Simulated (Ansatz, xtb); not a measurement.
Two isomers of C4H6S2Si

Structure X: `[SiH3]c1sccc1S`, a singlet. Structure Y: `[SiH3]c1cc(S)cs1`, a singlet. Both are isolated molecules in the gas phase, relaxed with PBE0-D3(BJ)/def2-SVP; the shapes shown needn't be the lowest conformers.

X (Å):

```xyz
13

C     0.0679    1.1105   -1.9995
C     0.9233    3.0986   -0.7648
C     0.1516    2.2936    0.0301
C    -0.3426    1.1612   -0.6797
S     1.0591    2.4726   -2.3560
S    -1.3133   -0.1391    0.0386
Si   -0.3768   -0.1931   -3.2673
H    -1.8553   -0.2565   -3.4584
H     0.2656    0.2056   -4.5565
H     0.1324   -1.5355   -2.8643
H     1.4285    4.0247   -0.4918
H    -0.0594    2.4865    1.0823
H    -2.5012    0.5081    0.0141
```

Y (Å):

| atom | x (Å) | y (Å) | z (Å) |
| --- | --- | --- | --- |
| C | -0.1657 | 1.0192 | -2.2169 |
| C | -0.6237 | 1.4332 | -0.9857 |
| C | 0.4171 | 1.6326 | -0.0301 |
| C | 1.6605 | 1.3786 | -0.5583 |
| S | 0.1863 | 2.2418 | 1.6151 |
| S | 1.5594 | 0.9043 | -2.1998 |
| Si | -1.1945 | 0.6554 | -3.7335 |
| H | -0.9488 | -0.7337 | -4.2249 |
| H | -0.8745 | 1.6037 | -4.8423 |
| H | -2.6268 | 0.8053 | -3.3432 |
| H | -1.6784 | 1.5998 | -0.7594 |
| H | -0.6127 | 1.2396 | 2.0441 |
| H | 2.6200 | 1.4429 | -0.0467 |

Question: Which of the two would you expect CCSD(T)/def2-SVP + ΔMP2/def2-TZVPP electronic energies to favour?

Answer: Too close to call at this level: CCSD(T)/def2-SVP + ΔMP2/def2-TZVPP gives E(Y) − E(X) = +1.01 kcal/mol.

How the difference moves with the method:

```tsv
level	geometry	E(Y) − E(X) (kcal/mol)	departure from the last row (kcal/mol)	job, with rough time for the two
GFN2-xTB	GFN2-xTB	+0.44	−0.57	optimisation, 0.35 s
HF/STO-3G	GFN2-xTB	−0.71	−1.72	single point, 1.2 s
r2SCAN-D4/def2-SVP	GFN2-xTB	+0.95	−0.07	single point, 8.1 s
PBE0-D3(BJ)/def2-SVP	PBE0-D3(BJ)/def2-SVP	+1.71	+0.69	optimisation, 4.3 min
HF/def2-SVP	PBE0-D3(BJ)/def2-SVP	+0.28	−0.74	part of the CCSD(T) run
MP2/def2-SVP	PBE0-D3(BJ)/def2-SVP	+1.62	+0.60	part of the CCSD(T) run
CCSD(T)/def2-SVP	PBE0-D3(BJ)/def2-SVP	+1.24	+0.22	single point
CCSD(T)/def2-SVP + ΔMP2/def2-TZVPP	PBE0-D3(BJ)/def2-SVP	+1.01		single point, 93 s
```

As drawn, both hold the same kinds of bond in the same numbers.

HF/STO-3G puts the two in the other order. GFN2-xTB, HF/def2-SVP find them nearly level. The largest departure from CCSD(T)/def2-SVP + ΔMP2/def2-TZVPP is that of HF/STO-3G, 1.72 kcal/mol. The last row adds to CCSD(T) the change of the MP2 difference between the two basis sets, here −0.22 kcal/mol.

With thermal terms from frequencies at re-optimised GFN2-xTB minima (ideal gas, soft modes damped towards free rotors, one conformer each, 298.15 K, 1 atm): on the last row, ΔE + ΔZPE = +1.03, ΔH = +1.01, ΔG = +1.05 kcal/mol.

The correlated steps freeze 19 core orbitals. Codes used: Ansatz 0.2.0, xtb 6.7.1; the last row on 2 threads of Intel(R) Xeon(R) Platinum 8259CL CPU @ 2.50GHz (Skylake/Cascade Lake) on a shared host.
